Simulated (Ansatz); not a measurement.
Consider the formal exchange of groups at the Si–N bond: `CN([SiH3])[SiH2]F` + `CC[SiH3]` → `CC([SiH3])[SiH2]F` + `CN[SiH3]`.

Isolated molecules relaxed with PBE0-D4/def2-TZVP in Ansatz; ΔE leaves out vibrations. CBS: MP2 limit from def2 TZ/QZ plus the TZ coupled-cluster correction, frozen cores. DFT in def2-TZVPP. One conformer a species, not always the lowest.

`CN([SiH3])[SiH2]F`:

Z-matrix (Å, degrees):
```
C
N 1 1.464
H 1 1.095 2 110.8
H 1 1.093 2 110.7 3 -118.9
H 1 1.095 2 112.0 3 120.7
Si 2 1.734 1 115.9 3 -48.3
Si 2 1.705 1 119.0 3 138.4
H 6 1.489 2 111.2 1 -59.2
H 6 1.489 2 109.6 1 59.4
H 6 1.483 2 108.3 1 -179.9
F 7 1.603 2 112.7 1 77.2
H 7 1.478 2 109.1 1 -164.2
H 7 1.482 2 109.0 1 -39.3
```

`CC[SiH3]`:

Z-matrix (Å, degrees):
```
C
C 1 1.526
H 1 1.093 2 111.4
H 1 1.093 2 111.6 3 120.1
H 1 1.093 2 111.4 3 -119.8
Si 2 1.876 1 113.4 3 59.9
H 2 1.095 1 110.5 3 -178.6
H 2 1.095 1 110.5 3 -61.7
H 6 1.489 2 110.4 1 -59.6
H 6 1.489 2 110.4 1 59.7
H 6 1.489 2 111.1 1 -180.0
```

`CC([SiH3])[SiH2]F`:

Z-matrix (Å, degrees):
```
C
C 1 1.537
H 1 1.093 2 111.6
H 1 1.094 2 111.2 3 -119.9
H 1 1.093 2 111.5 3 120.4
Si 2 1.881 1 111.1 3 -176.9
Si 2 1.857 1 111.9 3 57.4
H 2 1.099 1 110.0 3 -60.3
H 6 1.488 2 110.1 1 -61.8
H 6 1.488 2 109.5 1 57.2
H 6 1.488 2 111.2 1 177.7
F 7 1.606 2 109.4 1 -56.2
H 7 1.485 2 110.9 1 61.5
H 7 1.484 2 111.6 1 -174.8
```

`CN[SiH3]`:

Z-matrix (Å, degrees):
```
C
N 1 1.447
H 1 1.093 2 109.5
H 1 1.094 2 110.9 3 -117.8
H 1 1.098 2 113.8 3 120.2
Si 2 1.716 1 123.0 3 -36.9
H 2 1.007 1 113.6 3 170.5
H 6 1.486 2 107.4 1 175.3
H 6 1.488 2 108.6 1 55.3
H 6 1.496 2 115.3 1 -64.3
```

```tsv
level	ΔE (kJ/mol)
r2SCAN-D4	71.5
ωB97X-V	71.8
r2SCAN	71.5
PBE0	68.4
CCSD(T)/def2-TZVPP	75.1
SCS-MP2/def2-QZVPP	76.8
HF/CBS(def2)	81.2
MP2/CBS(def2)	74.9
```

Question: What does CCSD(T)/CBS give? (Estimate.)

Answer: Ansatz gave: +74.1 kJ/mol. The listed levels differ from it by -2.6, -2.3, -2.6, -5.7, 1.0, 2.7, 7.1, 0.8 kJ/mol.

Largest T1 diagnostic among the species: 0.011.

In def2-TZVPP, CCSD(T) changes the Hartree–Fock value by −5.2 kJ/mol (the triples alone add −0.5 kJ/mol) and MP2 by −4.4 kJ/mol.
